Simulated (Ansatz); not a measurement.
The first iterations of a band of BH3O3 (7 atoms, charge 0, multiplicity 1).

Method: Ansatz 0.2.0, RKS r2SCAN-D4/def2-SVP.

```
movable images  : 5
climbing image  : yes
spring          : 5.0 eV/Å²
optimiser       : quadratic models (default)
start path      : IDPP
force threshold : 0.05 eV/Å
iteration limit : 60
end points      : relaxed
```

Image 0:

```xyz
7
Properties=species:S:1:pos:R:3
O -1.112 0.804 0.321
B -0.013 -0.007 0.234
O 0.501 -0.470 1.407
O 0.601 -0.382 -0.941
H -1.450 1.114 -0.524
H 1.270 -1.030 1.246
H 0.202 -0.029 -1.742
```

Image 6:

```xyz
7
Properties=species:S:1:pos:R:3
O -1.181 0.837 0.596
B -0.127 0.082 0.178
O 0.612 -0.534 1.151
O 0.117 -0.006 -1.175
H -1.640 1.230 -0.155
H 1.348 -1.059 0.824
H 0.872 -0.550 -1.420
```

| iteration | highest image above the first end (eV) | largest band force component (eV/Å) |
| --- | --- | --- |
| 1 | 0.659 | 1.843 |
| 2 | 0.573 | 0.543 |

Question: Does the band converge within its limit, and where does its top end?

Answer: The forces met the threshold. It ended after 5 iterations with the highest image 0.555 eV above the first end. A vibrational analysis at the climbing image gives 2 clearly imaginary modes (830i, 620i cm⁻¹): a point of higher order, so a lower path passes nearby.

The run took 47 s on 1 thread of Intel(R) Xeon(R) Platinum 8488C (Sapphire Rapids) (shared host), peak memory 0.14 GiB.
